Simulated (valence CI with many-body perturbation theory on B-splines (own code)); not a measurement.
Level structure of Mn18+

Level of theory: configuration interaction combined with many-body perturbation theory (CI+MBPT): five valence electrons over a frozen Dirac-Fock core [He], a basis of 9 s, 9 p, 8 d, 6 f, 3 g, 1 h functions for each j, with the one-electron correlation potential Σ1, the two-electron term Σ2, the three-electron term Σ3, Breit, model QED; selected CI, second order for the rest, scaled by the run's own slope (own B-spline code, finite nucleus).

No measured spectrum was set against this ion. As an estimate, levels of excited configurations hold to 0.05 to 0.15 % of their energy, terms of the ground configuration to about 0.5 %. Among the levels kept, up to 3700 cm⁻¹ of a level comes from second order outside the variational space, and about a tenth of that is noise between levels of different J, which matters for small intervals.

Levels 1 to 45 of 57, with energies above the lowest level, 2s²2p³ ⁴S°_3/2. "Leading %" is the weight of the configuration and term that name the level; weights of strongly mixed levels are sums over their largest components and can fall short, so below about 35 % the name and the second component can differ from the true leading terms, or belong to a minority configuration. Lifetimes count E1, E2, E3, M1 and M2 decay at the calculated energies, and are blank where another channel may lead or the interval is too uncertain; long ones can be off by a factor of two.

```
No.  Configuration  Term    J  E (eV)  Leading %  Lifetime      g   Second component
  1         2s²2p³   ⁴S°  3/2    0.00         91            1.929     8 % 2s²2p³ ²P°
  2         2s²2p³   ²D°  3/2   16.38         76    103 μs  0.958    18 % 2s²2p³ ²P°
  3         2s²2p³   ²D°  5/2   20.21        100   1.13 ms  1.197                   
  4         2s²2p³   ²P°  1/2   30.11         98   41.0 μs  0.661                   
  5         2s²2p³   ²P°  3/2   36.26         73   17.7 μs  1.238    22 % 2s²2p³ ²D°
  6          2s2p⁴    ⁴P  5/2   87.93         98   85.6 ps  1.588                   
  7          2s2p⁴    ⁴P  3/2   94.97         99   66.1 ps  1.722                   
  8          2s2p⁴    ⁴P  1/2   97.44         96   59.0 ps  2.640                   
  9          2s2p⁴    ²D  3/2  121.73         95   25.9 ps  0.828                   
 10          2s2p⁴    ²D  5/2  123.18         97   31.3 ps  1.206                   
 11          2s2p⁴    ²S  1/2  139.84         75   13.8 ps  1.721      22 % 2s2p⁴ ²P
 12          2s2p⁴    ²P  3/2  145.31         95   8.37 ps  1.309       4 % 2s2p⁴ ²D
 13          2s2p⁴    ²P  1/2  155.39         78   9.02 ps  0.967      21 % 2s2p⁴ ²S
 14            2p⁵   ²P°  3/2  228.79         98   11.4 ps  1.331                   
 15            2p⁵   ²P°  1/2  239.97         98   10.5 ps  0.661                   
 16       2s²2p²3s    ⁴P  1/2  808.12         79    802 fs  2.385   11 % 2s²2p²3s ²P
 17       2s²2p²3s    ⁴P  3/2  814.73         93    927 fs  1.709    5 % 2s²2p²3s ²P
 18       2s²2p²3s    ²P  1/2  818.36         83    358 fs  0.958   14 % 2s²2p²3s ⁴P
 19       2s²2p²3s    ⁴P  5/2  819.38         82    879 fs  1.532   16 % 2s²2p²3s ²D
 20       2s²2p²3s    ²P  3/2  823.22         69    367 fs  1.192   27 % 2s²2p²3s ²D
 21       2s²2p²3p   ⁴D°  1/2  831.80         51   62.0 ps  0.777  19 % 2s²2p²3p ²S°
 22       2s²2p²3s    ²D  5/2  834.52         82    565 fs  1.263   16 % 2s²2p²3s ⁴P
 23       2s²2p²3s    ²D  3/2  835.53         70    464 fs  0.957   24 % 2s²2p²3s ²P
 24       2s²2p²3p   ⁴D°  3/2  836.41         64   41.9 ps  1.315  20 % 2s²2p²3p ⁴P°
 25       2s²2p²3p   ²S°  1/2  837.91         44   79.5 ps  1.355  37 % 2s²2p²3p ⁴D°
 26       2s²2p²3p   ⁴P°  3/2  841.43         33   26.9 ps  1.305  28 % 2s²2p²3p ²D°
 27       2s²2p²3p   ⁴D°  5/2  842.20         84   82.9 ps  1.385  11 % 2s²2p²3p ⁴P°
 28       2s²2p²3p   ⁴P°  1/2  843.61         68   24.8 ps  2.313  18 % 2s²2p²3p ²S°
 29       2s²2p²3p   ⁴P°  5/2  844.59         47   29.5 ps  1.377  39 % 2s²2p²3p ²D°
 30       2s²2p²3p   ²D°  3/2  845.94         63   22.0 ps  1.138  25 % 2s²2p²3p ⁴P°
 31       2s²2p²3p   ⁴D°  7/2  846.77         83    116 ps  1.385  14 % 2s²2p²3p ²F°
 32       2s²2p²3p   ⁴S°  3/2  849.89         61   3.22 ps  1.831  17 % 2s²2p²3p ²P°
 33       2s²2p²3s    ²S  1/2  850.04         87    561 fs  1.989    5 % 2s²2p²3s ⁴P
 34       2s²2p²3p   ²P°  3/2  852.49         71   14.0 ps  1.345   8 % 2s²2p²3p ⁴P°
 35       2s²2p²3p   ²D°  5/2  852.79         37   28.8 ps  1.257  32 % 2s²2p²3p ⁴P°
 36       2s²2p²3p   ²P°  1/2  854.99         74   20.6 ps  0.835  14 % 2s²2p²3p ²S°
 37       2s²2p²3p   ²F°  5/2  860.98         58   34.2 ps  1.026  32 % 2s²2p²3p ²D°
 38        2s2p³3s   ⁶S°  5/2  862.62         96   51.2 ps  1.977                   
 39       2s²2p²3p   ²F°  7/2  862.67         84   39.1 ps  1.182  14 % 2s²2p²3p ⁴D°
 40       2s²2p²3p   ²D°  3/2  864.13         63   8.80 ps  1.022  22 % 2s²2p²3p ²P°
 41       2s²2p²3d    ⁴F  3/2  864.36         65    848 fs  0.640   12 % 2s²2p²3d ⁴D
 42       2s²2p²3p   ²D°  5/2  865.93         84   20.3 ps  1.184   8 % 2s²2p²3p ²F°
 43       2s²2p²3d    ⁴F  5/2  866.76         53    413 fs  1.150   25 % 2s²2p²3d ⁴D
 44       2s²2p²3p   ²P°  1/2  867.21         95   7.56 ps  0.702                   
 45       2s²2p²3d    ⁴F  7/2  871.83         73   4.02 ps  1.275   22 % 2s²2p²3d ⁴D
```

Names give the largest LS component (configuration and term), which can be under half, so a name can repeat, a term be missing and a line seem to break the LS rules; names also repeat where a configuration has a term twice.

The ionisation energy to 2s²2p² ³P0 of the next ion comes out as 1430.1 eV (NIST: 1430.9 ± 2.2 eV (semi-empirical)). All 57 levels together are meant to be complete up to 880.66 eV.
